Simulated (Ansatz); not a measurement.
`c1cc2c1cc1ccc3cc4ccc2c1c34` with charge +1. Total charge 1; doublet. Geometry r2SCAN-D4/def2-SVP; atoms count from 1.

| atom | x (Å) | y (Å) | z (Å) |
| --- | --- | --- | --- |
| C1 | 3.578 | 1.242 | -0.004 |
| C2 | 2.898 | 1.757 | 1.087 |
| C3 | 1.672 | 1.056 | 0.693 |
| C4 | 2.384 | 0.499 | -0.478 |
| C5 | 1.877 | -0.335 | -1.434 |
| C6 | 0.484 | -0.696 | -1.250 |
| C7 | -0.324 | -1.539 | -2.070 |
| C8 | -1.706 | -1.862 | -1.846 |
| C9 | -2.298 | -1.295 | -0.717 |
| C10 | -3.358 | -0.964 | 0.293 |
| C11 | -2.399 | -0.129 | 1.027 |
| C12 | -1.940 | 0.738 | 2.050 |
| C13 | -0.593 | 1.147 | 1.968 |
| C14 | 0.337 | 0.752 | 0.929 |
| C15 | -0.154 | -0.132 | -0.104 |
| C16 | -1.444 | -0.478 | 0.047 |
| H17 | 4.603 | 1.348 | -0.369 |
| H18 | 3.172 | 2.421 | 1.908 |
| H19 | 2.467 | -0.709 | -2.275 |
| H20 | 0.149 | -1.980 | -2.954 |
| H21 | -2.214 | -2.522 | -2.554 |
| H22 | -4.410 | -1.230 | 0.428 |
| H23 | -2.560 | 1.095 | 2.876 |
| H24 | -0.220 | 1.817 | 2.749 |

Question: Estimate the Mulliken populations from the PBE0/def2-SVP orbitals of Ansatz.

Answer: 
```tsv
atom	charge (e)	spin (α − β)
C1	0.09	-0.01
C2	0.01	0.03
C3	0.08	0.07
C4	0.06	0.11
C5	-0.03	-0.06
C6	0.00	0.13
C7	0.01	0.06
C8	-0.08	0.04
C9	0.17	-0.05
C10	0.02	0.61
C11	0.20	-0.07
C12	-0.07	0.03
C13	0.08	0.00
C14	-0.04	0.01
C15	0.06	-0.09
C16	-0.16	0.22
H17	0.09	0.00
H18	0.08	0.00
H19	0.06	0.00
H20	0.07	0.00
H21	0.08	0.00
H22	0.09	-0.02
H23	0.08	0.00
H24	0.07	0.00
```
Mulliken values depend strongly on the basis.

Question: Where does the spin sit?

Answer: Summed by element: C 1.03, H -0.03, of 1 unpaired in all. Largest on single atoms: C10 0.61, C16 0.22, C6 0.13.

Question: And the Mayer bond orders between heavy atoms (over 0.3)?

Answer: C1–C2 1.47 (1.38 Å); C1–C4 0.95 (1.48 Å); C2–C3 1.00 (1.47 Å); C3–C4 1.07 (1.48 Å); C3–C14 1.39 (1.39 Å); C4–C5 1.61 (1.37 Å); C5–C6 1.10 (1.45 Å); C6–C7 1.36 (1.43 Å); C6–C15 1.20 (1.43 Å); C7–C8 1.34 (1.44 Å); C8–C9 1.41 (1.39 Å); C9–C10 1.01 (1.50 Å); C9–C16 1.11 (1.41 Å); C10–C11 1.16 (1.47 Å); C11–C12 1.24 (1.42 Å); C11–C16 1.10 (1.41 Å); C12–C13 1.50 (1.41 Å); C13–C14 1.20 (1.45 Å); C14–C15 1.13 (1.44 Å); C15–C16 1.47 (1.34 Å).
